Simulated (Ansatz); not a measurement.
Pulling on the Ge1–H2 bond in GeHI (SMILES [GeH][I]) (multiplicity 1 held, fragments rigid). Energies count from the point at 1.601 Å.
Geometry at that point (charge 0, multiplicity 1):
```xyz
3

Ge    -0.911    -0.755     1.057
H     -1.931    -1.240    -0.078
I      0.586     0.479    -0.637
```

Signs of static correlation in def2-SVP, with CASSCF(2,2), from Ansatz (a quantum-chemistry and plane-wave program) runs.

```json
[
 {"R (Å)": "1.281", "T1 of restricted CCSD": "0.019", "⟨S²⟩ of UHF": "0.169", "largest double amplitude of restricted CCSD": "0.059", "weight of the CASSCF reference in MRCISD": "0.901", "CASSCF natural occupations": "1.99 0.01"},
 {"R (Å)": "1.441", "T1 of restricted CCSD": "0.019", "⟨S²⟩ of UHF": "0.098", "largest double amplitude of restricted CCSD": "0.054", "weight of the CASSCF reference in MRCISD": "0.901", "CASSCF natural occupations": "1.98 0.02"},
 {"R (Å)": "1.601", "T1 of restricted CCSD": "0.019", "⟨S²⟩ of UHF": "0.030", "largest double amplitude of restricted CCSD": "0.048", "weight of the CASSCF reference in MRCISD": "0.901", "CASSCF natural occupations": "1.97 0.03"},
 {"R (Å)": "1.762", "T1 of restricted CCSD": "0.020", "⟨S²⟩ of UHF": "0.000", "largest double amplitude of restricted CCSD": "0.051", "weight of the CASSCF reference in MRCISD": "0.901", "CASSCF natural occupations": "1.96 0.04"},
 {"R (Å)": "1.922", "T1 of restricted CCSD": "0.021", "⟨S²⟩ of UHF": "0.000", "largest double amplitude of restricted CCSD": "?", "weight of the CASSCF reference in MRCISD": "0.901", "CASSCF natural occupations": "1.94 0.06"},
 {"R (Å)": "2.162", "T1 of restricted CCSD": "0.023", "⟨S²⟩ of UHF": "0.159", "largest double amplitude of restricted CCSD": "0.096", "weight of the CASSCF reference in MRCISD": "0.901", "CASSCF natural occupations": "1.90 0.10"},
 {"R (Å)": "2.402", "T1 of restricted CCSD": "0.027", "⟨S²⟩ of UHF": "0.566", "largest double amplitude of restricted CCSD": "0.201", "weight of the CASSCF reference in MRCISD": "0.900", "CASSCF natural occupations": "1.84 0.16"},
 {"R (Å)": "2.802", "T1 of restricted CCSD": "?", "⟨S²⟩ of UHF": "0.855", "largest double amplitude of restricted CCSD": "0.344", "weight of the CASSCF reference in MRCISD": "0.900", "CASSCF natural occupations": "1.68 0.32"},
 {"R (Å)": "3.203", "T1 of restricted CCSD": "0.060", "⟨S²⟩ of UHF": "0.955", "largest double amplitude of restricted CCSD": "0.501", "weight of the CASSCF reference in MRCISD": "0.900", "CASSCF natural occupations": "1.48 0.52"},
 {"R (Å)": "3.683", "T1 of restricted CCSD": "0.083", "⟨S²⟩ of UHF": "0.995", "largest double amplitude of restricted CCSD": "0.690", "weight of the CASSCF reference in MRCISD": "0.900", "CASSCF natural occupations": "1.28 0.72"},
 {"R (Å)": "4.324", "T1 of restricted CCSD": "0.101", "⟨S²⟩ of UHF": "1.009", "largest double amplitude of restricted CCSD": "0.876", "weight of the CASSCF reference in MRCISD": "0.900", "CASSCF natural occupations": "1.13 0.87"},
 {"R (Å)": "5.125", "T1 of restricted CCSD": "0.108", "⟨S²⟩ of UHF": "1.012", "largest double amplitude of restricted CCSD": "0.990", "weight of the CASSCF reference in MRCISD": "0.900", "CASSCF natural occupations": "1.04 0.96"}
]
```

Problem. Complete the blanks.

Solution. 
- 1.922, largest double amplitude of restricted CCSD: 0.069
- 2.802, T1 of restricted CCSD: 0.041

Doubts at one or more of the structures used: a restricted determinant that unrestricted orbitals would lower (R-CCSD(T)/def2-SVP); other coupled-cluster roots lie near (R-CCSD(T)/def2-SVP); T1 above 0.05 (R-CCSD(T)/def2-SVP, U-CCSD(T)/def2-SVP); a spin-contaminated determinant (U-CCSD(T)/def2-SVP).
